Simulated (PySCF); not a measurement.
A structure optimised at PBE-D3(BJ)/def2-SVP, used in a PySCF frequency run:

```
Ge
H 1 1.5490
H 1 1.5505 2 110.05
H 1 1.5539 2 110.37 3 121.67
Te 1 2.5932 2 109.50 3 -120.16
S 5 2.4538 1 93.47 2 59.27
H 6 1.3655 5 96.34 1 88.73
```
Charge 0, spin multiplicity 1.

Problem. Write its SMILES and formula.

Solution. S[Te][GeH3], GeH4STe

Problem. What are its rotational constants (standard atomic weights)?

Solution. 3.3432, 1.2817, 0.94395 GHz
